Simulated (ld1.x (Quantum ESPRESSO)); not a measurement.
Mn: from the effect back to the setting (TM semilocal)

Base potential:

```
Element                 : Mn
Generator               : ld1.x (Quantum ESPRESSO) 7.5
Type                    : norm-conserving Troullier–Martins (semilocal form)
Functional              : LDA (PZ)
Relativity              : scalar-relativistic
Frozen core             : [Ne]
Valence charge          : 15
Reference configuration : 3s2 3p6 3d5 4s1 4p0 (charge +1)
Partial waves           : 3s (bound): rc 0.90 bohr; 3p (bound): rc 1.20 bohr; 3d (bound): rc 1.90 bohr
Local potential         : the d channel
Core correction         : none
```

Occupied shells without a wave of their own: 4s. They enter only through the test configuration that unscreens the potential.

Cutoffs, loose and tight: the cutoffs (Ry, on a coarse ladder) from which the occupation-weighted sum of valence levels, in a spherical-Bessel basis at the reference potential, stays within 10 and 1 mRy of its value at 400 Ry. They do not see the model core or the augmentation charge, which bear on the density cutoff. Test errors are all-electron minus pseudo excitation energies from the reference, over the configurations 3s2 3p6 3d5 4s2 4p0; 3s2 3p6 3d5 4s0 4p0; 3s2 3p6 3d4 4s0 4p0; 3s2 3p6 3d4 4s2 4p0; 3s1 3p6 3d5 4s2 4p0; 3s2 3p6 3d5.5 4s1.5 4p0; 3s2 3p6 3d5 4s1 4p1 (two spin-polarised tests are not counted in the largest error); variants that change the core or the reference have their own tests.

Only the scale of all radii (base = 1) is moved (3 further runs of the sweep failed or gave no value and are left out):

```csv
scale of all radii (base = 1),"cutoff, loose","cutoff, tight",bound ghosts,largest test error (meV)
1.07,160 Ry,260 Ry,none,-263
1.14,140 Ry,230 Ry,none,-398
1.22,110 Ry,160 Ry,none,-620
1.38,90 Ry,120 Ry,none,-1048
```

**Question.** One more run gave cutoff, loose: 100 Ry; cutoff, tight: 140 Ry; bound ghosts: none; largest test error (meV): -805. Which value of the scale of all radii (base = 1) was used?

**Answer.** 1.29. The tight cutoff moves one way along this sweep, from 260 Ry at 1.07 to 120 Ry at 1.38, which places the run between 1.22 and 1.38.
